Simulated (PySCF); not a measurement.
Highest orbital energy against ionisation energy along group 15

Calculated with PySCF 2.14, no spin-orbit coupling. Each cell gives −ε(HOMO) / ΔSCF in eV; NIST values include spin-orbit coupling, (s) semi-empirical, (t) theoretical.

```tsv
species	UHF	LDA	PBE	PBE0	r2SCAN	NIST (lowest levels)
N²⁺ (dyall-av2z, non-relativistic)	47.997 / 47.275	38.573 / 47.860	38.822 / 48.012	41.246 / 47.994	39.756 / 48.198	47.445 (s)
P²⁺ (dyall-av2z, non-relativistic)	29.881 / 29.503	24.744 / 30.143	24.899 / 30.185	26.304 / 30.201	25.324 / 30.288	30.203
As²⁺ (dyall-av2z, non-relativistic)	27.707 / 27.373	23.147 / 28.153	23.138 / 27.998	24.452 / 28.022	23.578 / 28.206	28.349 ± 0.012
Sb²⁺ (dyall-av2z, non-relativistic)	24.284 / 23.986	20.483 / 24.793	20.404 / 24.573	21.548 / 24.604	20.756 / 24.714	25.323
```

**Question.** How far is −ε(HOMO) from ΔSCF on average for each method, and why?

**Answer.** UHF 0.43 eV; LDA -6.00 eV; PBE -5.88 eV; PBE0 -4.32 eV; r2SCAN -5.50 eV. Hartree-Fock orbital energies lack relaxation and so exceed the ΔSCF value; semilocal functionals have convex E(N) from self-interaction, so their HOMO lies far too high; exact exchange moves hybrids part of the way back.
